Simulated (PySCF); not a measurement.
Spectrum to structure. Computed with TDDFT B3LYP/def2-SVPD, vertical, gas phase, core orbitals frozen in the response in PySCF 2.14.0, density-fitted response routines. Geometries: GFN2-xTB, one conformer each.

| state | E (eV) | f | main configurations (H = HOMO, L = LUMO) |
| --- | --- | --- | --- |
| S1 | 6.51 | 0.0044 | H→L (80%), H→L+1 (18%) |
| S2 | 6.99 | 0.029 | H→L+1 (65%), H→L (17%), H-1→L (13%) |
| S3 | 7.01 | 0.0062 | H-1→L (63%), H-1→L+1 (17%), H→L+1 (15%) |
| S4 | 7.49 | 0.024 | H-1→L+1 (76%), H-1→L (20%) |
| S5 | 7.58 | 0.031 | H→L+2 (96%) |
| S6 | 7.67 | 0.0063 | H→L+3 (83%), H-2→L (11%) |
| S7 | 7.73 | 0.052 | H-2→L (64%), H→L+4 (18%), H→L+3 (13%) |
| S8 | 7.76 | 0.033 | H→L+4 (76%), H-2→L (19%) |

Task: Which candidate is it?
A. `CC(=O)[SiH2]CCl`
B. `C12(CC1)[C@](C)(C2)Cl`
C. `Cl[C@H]1[C@@H]2CC[C@H]1C2`

Result: B. Its S1 lies at 6.51 eV; the nearest of the others has S1 at 7.01 eV. S1 is HOMO→LUMO (80%), HOMO→LUMO+1 (18%). Löwdin shares by element: HOMO carbon 40% or more, chlorine 39% (atoms not listed hold the other 21%); LUMO chlorine 37%, carbon 21% or more, hydrogen 6% or more (atoms not listed hold the other 36%). At the same level the other candidates give, for their lowest levels:
- `CC(=O)[SiH2]CCl`: 3.52 eV (f 0.001); 5.64 eV (f 0.001); 5.69 eV (f 0.003); 6.06 eV (f 0.002); 6.07 eV (f 0.002); T1 2.88 eV; HOMO -6.86, LUMO -1.65 eV
- `Cl[C@H]1[C@@H]2CC[C@H]1C2`: 7.01 eV (f 0.000); 7.33 eV (f 0.007); 7.44 eV (f 0.028); 7.75 eV (f 0.007); 7.83 eV (f 0.001); T1 6.52 eV; HOMO -7.67, LUMO 0.32 eV
Triplets come from the Tamm–Dancoff approximation.

Without π bonds the low states may be Rydberg-like; a valence basis with one diffuse set may place them up to an eV too high.
